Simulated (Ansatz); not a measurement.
`[OH][AlH][NH][SiH3]` + `C=C[SiH2]O` → `[AlH2][NH][SiH3]` + `O/C=C/[SiH2]O`  (redistribution)

Computed with Ansatz on PBE0-D4/def2-TZVP structures; ΔE is electronic, products minus reactants. CBS: MP2 limit from def2 TZ/QZ plus the TZ coupled-cluster correction, frozen cores. Functionals use def2-TZVPP. One conformer a species, not always the lowest.

| level | ΔE (kJ/mol) |
| --- | --- |
| B2PLYP | 182.4 |
| CCSD/CBS(def2) | 189.5 |

(1) What does CCSD(T)/CBS give? (Estimate.)

Largest T1 diagnostic among the species: 0.013.

## Answers

(1) Computed: +187.2 kJ/mol. The listed levels differ from it by -4.8, 2.3 kJ/mol.

From PBE to PBE0 (25 % exact exchange), in def2-TZVPP and without D4, ΔE moves by +5.7 kJ/mol.
